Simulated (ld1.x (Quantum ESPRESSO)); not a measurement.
# chlorine, PAW: configuration errors across variants

```json
{
 "Element": "Cl",
 "Generator": "ld1.x (Quantum ESPRESSO) 7.5",
 "Type": "PAW",
 "Functional": "PBE",
 "Relativity": "non-relativistic",
 "Frozen core": "[Ne]",
 "Valence charge": "7",
 "Reference configuration": "3s2 3p5",
 "Partial waves": "3s (bound): rcut 0.95, rcutus 1.30 bohr; 3s channel at -0.45 Ry: rcut 0.95, rcutus 1.30 bohr; 3p (bound): rcut 1.35, rcutus 1.65 bohr; 3p channel at -0.3 Ry: rcut 1.35, rcutus 1.65 bohr; 3d channel at 0.3 Ry: rcut 1.45, rcutus 1.80 bohr; 3d channel at 1.65 Ry: rcut 1.45, rcutus 1.80 bohr",
 "Local potential": "all-electron potential smoothed inside 1.05 bohr (lloc = -1)",
 "Core correction": "Bessel-smoothed model core inside 1.00 bohr",
 "Augmentation charge": "PSQ, inside the norm-conserving radii"
}
```

All-electron excitation energies from the reference (eV): (1) 3s2 3p4 13.890; (2) 3s2 3p3 39.349; (3) 3s2 3p2 77.663; (4) 3s2 3p4.5 5.590; (5) 3s2 3p1 129.903; (6) 3s2 3p5.3 -2.142; (7) 3s1 3p6 11.973.

4 further variants failed, have other tests or another functional or relativity, and are left out.

Errors AE − PS in meV (a dash: test not solved or not reliable):

| change | (1) | (2) | (3) | (4) | (5) | (6) | (7) | bound ghosts |
| --- | --- | --- | --- | --- | --- | --- | --- | --- |
| base | -0.6 | -5.3 | -23 | -0.1 | -73 | 0.0 | +0.2 | none |
| local potential all-electron potential smoothed inside 1.55 bohr (lloc = -1) | -0.6 | -5.5 | -24 | -0.1 | -75 | 0.0 | +0.3 | none |
| all radii but the core radius scaled by about 0.91 (s 1.18, p 1.50, d 1.64 bohr, rcut 0.86/1.24/1.32); local potential all-electron potential smoothed inside 0.96 bohr (lloc = -1) | -0.6 | -5.7 | -25 | -0.1 | -77 | 0.0 | +0.1 | none |
| wave 3d channel at 0.3 Ry: rcut 1.45, rcutus 1.80 bohr becomes 3d channel at -0.12 Ry: rcut 1.45, rcutus 1.80 bohr | -0.6 | -5.3 | -23 | -0.1 | -73 | 0.0 | +0.2 | none |
| core correction a·sin(br)/r model core, default radius (ld1.x builds one for every PAW set, though the input has nlcc=.false.) | -0.4 | -4.0 | -18 | 0.0 | -54 | 0.0 | +4.6 | none |
| local potential all-electron potential smoothed inside 1.60 bohr (lloc = -1) | -0.6 | -5.6 | -24 | -0.1 | -75 | 0.0 | +0.3 | none |

(1) Give the same row for: type ultrasoft; local potential all-electron potential smoothed inside 1.20 bohr (lloc = -1).

Answers

(1) +1.0, +8.8, +37, +0.2, +113, 0.0, -5.6; bound ghosts: none.
